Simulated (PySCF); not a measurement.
**Shapes and spin states of WOF2**

All numbers come from PBE0/[W def2-SVP with ECP60, O def2-SVP, F def2-SVP], scalar-relativistic core potentials, density fitting, no spin–orbit coupling, PySCF.

Relaxations began from a few typed shapes and spin states; open shells are unrestricted. The search is not exhaustive: other isomers or separated fragments can lie lower, and high-lying points may rest on an excited occupation.

```
   spin  group                          bonds                           angles  imaginary modes (cm⁻¹)  ΔE (kJ/mol)  ΔE with ZPE (kJ/mol)
singlet    C2v  W–F 1.840 Å (×2), W–O 1.670 Å  F–W–F 134.0°, F–W–O 113.0° (×2)                    none          0.0                   0.0
triplet    C2v  W–F 1.886 Å (×2), W–O 1.684 Å  F–W–F 118.3°, F–W–O 120.9° (×2)                    none          1.9                   0.6
triplet    C2v  W–F 1.886 Å (×2), W–O 1.684 Å  F–W–F 118.7°, F–W–O 120.7° (×2)                    none          2.1                   0.9
```

The lowest minimum found is the singlet C2v: W–F 1.840 Å (×2), W–O 1.670 Å; F–W–F 134.0°, F–W–O 113.0° (×2).

Formally W is in oxidation state +4, d2, with 0 unpaired electrons (the high-spin count would be 2). The polar-tensor charge on W, 1.64, is far below the formal one.

For the lowest minimum: stability towards spin polarisation was not tested. With an element this heavy the missing spin–orbit coupling can shift these numbers.
